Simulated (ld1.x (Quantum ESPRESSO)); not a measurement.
scandium, PAW: configuration errors across variants

ld1.x (Quantum ESPRESSO) 7.5 input, shortened:

```
&input
   title='Sc', zed=21., rel=1, dft='PBE', iswitch=3,
   config='[Ar] 3d1 4s1.75 4p0 4f-2'
 /
 &inputp
   pseudotype=3, lpaw=.true., tm=.true., lloc=-1, rcloc=1.60,
   nlcc=.true., new_core_ps=.true.,
   which_augfun='PSQ', rmatch_augfun_nc=.true.
 /
8
4S  1  0   1.75   0.00  2.85  3.10  0.0
4S  1  0   0.00   2.40  2.85  3.10  0.0
3P  2  1   6.00   0.00  1.60  1.85  0.0
4P  3  1   0.00   0.00  1.60  1.85  0.0
3D  3  2   1.00   0.00  2.70  3.00  0.0
3D  3  2   0.00   1.85  2.70  3.00  0.0
4F  4  3  -2.00   0.25  2.30  3.00  0.0
4F  4  3  -2.00   1.95  2.30  3.00  0.0
 &test
   configts(1)='3p6 3d1 4s1.75 4p0'
 /
```

All-electron excitation energies from the reference (eV): (1) 3p6 3d1 4s2 4p0 -1.209; (2) 3p6 3d1 4s1 4p0 5.687; (3) 3p6 3d1 4s0 4p0 18.456; (4) 3p6 3d1 4s1 4p1 1.570; (5) 3p6 3d0 4s2 4p0 7.172; (6) 3p6 3d2 4s1 4p0 0.458; (7) 3p6 3d2 4s0 4p0 6.369.

The default core radius of the base comes out at 0.59 bohr.

The overlap operator is not positive definite (basis up to 400 Ry) in “base”, “core correction a·sin(br)/r model core, default radius (ld1.x builds one for every PAW set, though the input has nlcc=.false.)”, “core correction Bessel-smoothed model core inside 0.84 bohr”, “core correction Bessel-smoothed model core inside 1.08 bohr”, “core correction Bessel-smoothed model core inside 1.36 bohr”, “core correction Bessel-smoothed model core inside 1.66 bohr”, “core correction Bessel-smoothed model core inside 1.94 bohr”. Such files are unfit for use, however small their errors in these radial tests.

Tests that are not counted but printed errors over 1 eV. “core correction a·sin(br)/r model core, default radius (ld1.x builds one for every PAW set, though the input has nlcc=.false.)”: 3p6 3d2 4s1 4p0 (pseudo-atom not self-consistent, printed error -18.7 eV).

A true bound ghost makes a file unfit for plane-wave use even where its test errors are small: the radial tests pick states by their node count and pass the ghost by. Where a test does run into it, the solver fails or the error is huge.

Errors AE − PS in meV (a dash: test not solved or not reliable):

```csv
change,(1),(2),(3),(4),(5),(6),(7),bound ghosts
base,+0.1,-0.5,-1.6,-0.1,-46,-17778,-23,"s (p not tested, overlap not positive)"
"core correction a·sin(br)/r model core, default radius (ld1.x builds one for every PAW set, though the input has nlcc=.false.)",+0.1,0.0,+2.4,0.0,-47,–,-21,"s (p not tested, overlap not positive)"
core correction Bessel-smoothed model core inside 0.84 bohr,+0.1,-0.5,-1.6,-0.1,-46,-17778,-23,"s (p not tested, overlap not positive)"
core correction Bessel-smoothed model core inside 1.08 bohr,+0.1,-0.4,-1.6,-0.1,-46,-17778,-23,"s (p not tested, overlap not positive)"
core correction Bessel-smoothed model core inside 1.36 bohr,+0.1,-0.4,-1.6,-0.1,-46,-17778,-23,"s (p not tested, overlap not positive)"
core correction Bessel-smoothed model core inside 1.66 bohr,+0.1,-0.4,-1.6,-0.1,-45,-17777,-23,"s (p not tested, overlap not positive)"
core correction Bessel-smoothed model core inside 1.94 bohr,+0.1,-0.4,-1.6,-0.1,-45,-17777,-23,"s (p not tested, overlap not positive)"
```

(1) Give the same row for: core correction Bessel-smoothed model core inside 2.12 bohr.

## Answers

(1) +0.1, -0.4, -1.6, -0.1, -45, -17778, -23; bound ghosts: s (p not tested, overlap not positive). Its overlap operator is not positive definite in a basis up to 400 Ry (lowest eigenvalue p -0.42), so the file is unfit for use: the generalised eigenproblem breaks down once the basis is large enough, and its test numbers describe a broken file.
